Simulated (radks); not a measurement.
Fractional charge and spin in the 2s shell of fluorine: the spin-up occupation runs from 0 to 1 and the spin-down occupation from 0 to 1; the fullest corner is F+, [He] 2p(up 2, down 2) 2s(up 1, down 1). Method: non-relativistic Kohn-Sham, TPSS, spin-polarised, spherical densities, point nucleus; meta-GGA in the generalised Kohn-Sham scheme; computed with a radial shooting solver on a logarithmic mesh with Libxc functionals. Energy (eV) minus the two flat planes that join the four corners (they meet along the diagonal where the two added fractions sum to one electron); zero is where a piecewise linear energy would lie.

down \ up       0    0.25     0.5    0.75       1
0           0.000  -1.937  -2.576  -1.926   0.000
0.25       -1.937  -2.366  -1.524   0.577  -1.751
0.5        -2.576  -1.524   0.769  -1.383  -2.324
0.75       -1.926   0.577  -1.383  -2.148  -1.734
1           0.000  -1.751  -2.324  -1.734   0.000

Corners above the fullest one (they belong to F2+ and the next ion): (up 1, down 0) 57.225 eV, (up 0, down 1) 57.225 eV, (up 0, down 0) 137.15 eV. With half an added electron in each spin the energy lies 0.769 eV from the planes, and with half an added electron in spin up alone -2.576 eV. The planes are only a guide here: the flat-plane condition holds for ground states with one frontier orbital, while this shell lies below other occupied shells, so the corners above the fullest one are inner-hole states and not the ground states of those ions.
